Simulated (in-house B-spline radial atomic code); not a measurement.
**Ionising Ca⁷⁺ with different functionals**

Computed with a radial B-spline atomic code at the basis-set limit: scalar-relativistic (spin-free X2C) Hamiltonian, Fermi nucleus of rms radius 3.4776 fm, spin-polarised at highest spin, spherical fractional occupations for the functionals, and exact exchange of hybrids averaged over the configuration. The ionisation energy is the difference of two self-consistent energies, [Ne] 3s2 3p1 → [Ne] 3s2, without Breit or QED terms; ε is the level of the shell that loses the electron (its least bound occupied spin orbital).

| method | rung | ΔSCF (eV) | -ε(3p) (eV) |
| --- | --- | --- | --- |
| PBE0 | global hybrid | 147.40 | 140.00 |
| B3LYP | global hybrid | 147.64 | 139.63 |
| TPSSh | global hybrid | ? | ? |
| BHandHLYP | global hybrid | 147.44 | 142.53 |
| r2SCAN0 | global hybrid | ? | ? |
| B97-1 | global hybrid | 147.35 | 139.56 |
| HSE06 | range-separated hybrid | 147.41 | 139.57 |
| wB97X | range-separated hybrid | 147.34 | 142.58 |
| CAM-B3LYP | range-separated hybrid | 147.61 | 141.62 |
| LC-wPBE | range-separated hybrid | 147.63 | 143.04 |

What does TPSSh give?

ΔSCF 147.33 eV, and -ε(3p) = 138.51 eV.

What does r2SCAN0 give?

ΔSCF 147.16 eV, and -ε(3p) = 139.99 eV.

Among the functionals, which spreads more, the ΔSCF values or the orbital energies?

The orbital energies: ΔSCF values span about 0.48 eV and the orbital energies 4.53 eV; here energy differences depend much less on the functional than eigenvalues do.

How do they compare with the NIST value?

NIST lists 147.2 eV ± 0.12 (measured, ground level to ground level). Errors run from -0.08 to +0.40 eV; r2SCAN0 is closest (-0.08 eV), though others lie within the uncertainty of it, and part of that can be cancellation, since the calculations leave out spin-orbit coupling, Breit-QED terms, multiplet and fine-structure energies.
